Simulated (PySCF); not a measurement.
## Dipole moment and polarisability of trimethylsilane

Species: trimethylsilane, C₃H₁₀Si.
Numbering: `[CH3:1][SiH:2]([CH3:3])[CH3:4]` (hydrogens: H5, H6, H7 on C1; H8 on Si2; H9, H10, H11 on C3; H12, H13, H14 on C4)

Cartesian coordinates in Å at the PBE0-D3(BJ)/def2-TZVP level; atoms count from 1:
```xyz
14
C3H10Si angstrom
C     -0.419    1.649   -0.516
Si    -0.089    0.091    0.470
C     -1.228   -1.288   -0.086
C      1.702   -0.427    0.279
H     -1.455    1.977   -0.405
H     -0.232    1.481   -1.580
H      0.228    2.467   -0.187
H     -0.350    0.374    1.914
H     -1.094   -2.181    0.530
H     -1.026   -1.565   -1.124
H     -2.276   -0.988   -0.017
H      1.948   -0.592   -0.774
H      2.377    0.342    0.664
H      1.906   -1.354    0.820
```

Level: CAM-B3LYP/aug-cc-pVTZ (PySCF), static field, nuclei fixed, core orbitals frozen in the response. The polarisability tensor in these axes (au):

```
x   68.29  0.29  1.32
y    0.29 68.26 -1.43
z    1.32 -1.43 61.23
```

Task: What are the eigenvalues, a third of the trace, and Δα (Δα² = ½Σ(αi − αj)² over the three pairs)?

Result: Principal values 60.71, 68.50 and 68.56 au; mean 65.93 au = 9.77 Å³ = 10.87 × 10⁻⁴⁰ C²·m²/J; Δα = 7.82 au (12 % of the mean).

Task: What is the dipole moment, and where does it point?

Result: (0.09, -0.11, -0.54) D, 0.56 D in size, pointing from the negative to the positive side. Measured along this direction, the outermost atoms are H8 at the negative end and H10, H6 and H12 at the positive end.

Task: Form Σ f/ω² (atomic units) for the 10 lowest TDDFT singlets, given as eV and f, and set it beside the mean polarisability, which is this sum over all singlets: 7.69, 0.0804; 7.69, 0.0815; 7.97, 0.0001; 8.29, 0.0514; 8.36, 0.0000; 8.37, 0.0001; 8.37, 0.0001; 8.43, 0.0466; 8.43, 0.0453; 8.50, 0.0004.

Result: They add up to 3.54 au, 5.4 % of the 65.93 au; the largest single term is 1.02 au, from the state at 7.69 eV. Terms in order: 1.01, 1.02, 0.00, 0.55, 0.00, 0.00, 0.00, 0.49, 0.47, 0.00 au. Higher excitations give the rest. The strengths listed sum to 0.306.

Task: How large is μ²/3kT at 298 K beside α?

Result: In Gaussian units μ²/3kT = 2.50 Å³ against 9.77 Å³, a ratio of 0.26; the Debye molar polarisation (4π/3)N_A(α + μ²/3kT) is 30.9 cm³/mol, leaving out the vibrational part.

Task: What depolarisation ratio follows for Rayleigh scattering of linearly polarised light, taking the static tensor?

Result: ρ = 3Δα²/(45ᾱ² + 4Δα²) = 183.6/(195586 + 244.7) ≈ 0.000937.

Task: What are the principal values of the traceless quadrupole moment, Θ = ½Σq(3rr − r²1), about the centre of nuclear charge?

Result: -0.99, 0.49, 0.50 D·Å. The values depend on the origin, since the dipole doesn't vanish. The electronic extent ⟨r²⟩ about the same centre is 492 bohr², a root-mean-square distance of 1.81 Å for the 42 electrons.

Task: Find the Langevin capture rate constant for NH4+ (18.034 u) meeting this molecule (74.055 u), k = 2.342 × 10⁻⁹ cm³/s × √(α in Å³ / reduced mass in u).

Result: The reduced mass is 14.50 u, so k = 1.92 × 10⁻⁹ cm³/s. The formula leaves out the permanent dipole, which adds to the capture rate.

Geometry: PBE0-D3(BJ)/def2-TZVP; no solvent, vibrations or thermal averaging.
